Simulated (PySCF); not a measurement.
A structure optimised at PBE-D3(BJ)/def2-TZVP, used in a PySCF frequency run:

```xyz
8

N      0.0000     1.1682    -0.1756
C      0.0000     0.0000     0.4278
N      0.0000    -1.1682    -0.1756
H      0.0000     1.2719    -1.1893
H      0.0000     2.0229     0.3754
H      0.0000     0.0000     1.5203
H      0.0000    -1.2719    -1.1893
H      0.0000    -2.0229     0.3754
```
Charge +1, spin multiplicity 1.

Question: Write its SMILES, formula and point group.

Answer: NC=[NH2+], CH5N2, C2v

Question: What are its rotational constants (standard atomic weights)?

Answer: 59.266, 10.161, 8.6736 GHz
